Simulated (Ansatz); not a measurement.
Born–Oppenheimer molecular dynamics of CH9FO2Si (14 atoms, charge 0, multiplicity 1). It starts at the highest image of a converged band. Of that band: Neighbouring images differ by up to 1.7 eV, so the band resolves the path poorly. A vibrational analysis at the climbing image gives one clearly imaginary mode, 776i cm⁻¹: a first-order saddle point.

Method: RKS PBE0-D4/6-31G* (Ansatz).

```yaml
ensemble: NVE (velocity Verlet)
time_step: 0.5 fs
steps_asked: 200
starting_velocities_drawn_for: 300 K
seed: 2850
```

First frame:

```xyz
14
Properties=species:S:1:pos:R:3
Si -0.695 0.579 0.550
H 0.161 -0.699 -0.088
O -1.113 0.881 -1.070
C -0.084 1.095 -1.990
H 0.234 1.718 0.800
H -2.105 0.524 1.004
H 0.646 -1.257 2.029
F -0.225 -0.181 2.123
H 0.706 -1.383 0.494
O 1.161 -1.939 1.421
H 0.592 1.907 -1.677
H -0.518 1.364 -2.959
H 0.529 0.188 -2.133
H 0.711 -2.797 1.495
```

(1) How far do the bonds stretch over the last three quarters of this one trajectory? (Pairs bonded in most of those frames.)

## Answers

(1) 
| bond | mean (Å) | spread (Å) | shortest | longest |
| --- | --- | --- | --- | --- |
| Si1–O3 | 1.652 | 0.032 | 1.61 | 1.71 |
| Si1–H5 | 1.489 | 0.014 | 1.47 | 1.51 |
| Si1–H6 | 1.485 | 0.044 | 1.42 | 1.55 |
| Si1–F8 | 1.635 | 0.046 | 1.55 | 1.71 |
| H2–H9 | 0.749 | 0.010 | 0.73 | 0.78 |
| O3–C4 | 1.405 | 0.027 | 1.34 | 1.44 |
| C4–H11 | 1.099 | 0.010 | 1.08 | 1.12 |
| C4–H12 | 1.098 | 0.011 | 1.08 | 1.12 |
| C4–H13 | 1.099 | 0.009 | 1.08 | 1.11 |
| H7–O10 | 0.972 | 0.032 | 0.91 | 1.03 |
| O10–H14 | 0.969 | 0.035 | 0.91 | 1.03 |

Mean temperature of the second half: 998 K. The conserved energy stayed within 0.34 meV per atom of its start (net change 0.3 meV per atom), so the integration is sound. The kinetic energy rose, since the run started high on the potential surface and went downhill. It ends in pieces (CH5FOSi + H2 + H2O), so much of that is their flight and rotation, not heat. A run of 0.1 ps of so small a system gives no equilibrium averages. The orbitals stay closed-shell, which can raise the energy where a bond breaks towards radicals; this wasn't checked here.

Run time: 8.6 min on 2 threads of Arm Neoverse V2, on a shared host, peak memory 0.2 GiB.
